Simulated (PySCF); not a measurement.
In(H2O)H3.
Structure used (PBE0-D3(BJ)/def2-SVP), in Å, numbered top down from 1:
```xyz
7
H5InO angstrom
In     0.085   -0.133   -1.091
O      0.091   -0.126    1.324
H     -0.802   -0.151    1.689
H      0.499    0.665    1.698
H      1.814   -0.094   -1.250
H     -0.802    1.365   -1.220
H     -0.793   -1.627   -1.219
```

Level of theory: PBE0-D3(BJ)/def2-SVP geometry optimisation, gas phase, def2 core potentials past Kr (PySCF 2.14.0).

(1) Which atoms are bound to In1, and at what distances?

(2) List the angles at In1.

(3) Describe the arrangement about In1 in numbers.

(4) What are the other bond lengths?

(5) What are the rotational constants (commonest isotopes, rigid rotor)?

## Answers

(1) 4 atoms: H5 1.737 Å, H7 1.737 Å, H6 1.746 Å, O2 2.415 Å. The nearest atom not counted as bound is H3, at 2.92 Å.

(2) 
```tsv
angle	degrees	distance of the outer atoms (Å)
H5–In1–H7	121.0	3.02
H5–In1–H6	118.7	3.00
H6–In1–H7	118.4	2.99
O2–In1–H5	95.1	3.10
O2–In1–H7	94.5	3.08
O2–In1–H6	94.1	3.08
```

(3) Angles from 94.1° to 121.0°; τ4 = (360° − α − β)/141° = 0.85 with α and β the two widest (0 for a square, 1 for a tetrahedron).

(4) O2–H3, O2–H4 0.965 Å.

(5) A = 47524, B = 5067, C = 5019 MHz: a near-prolate asymmetric top.

Point group: Cs (every atom within 0.08 Å of its image). Charge 0, singlet. Whether it is a minimum is left open (no frequencies).
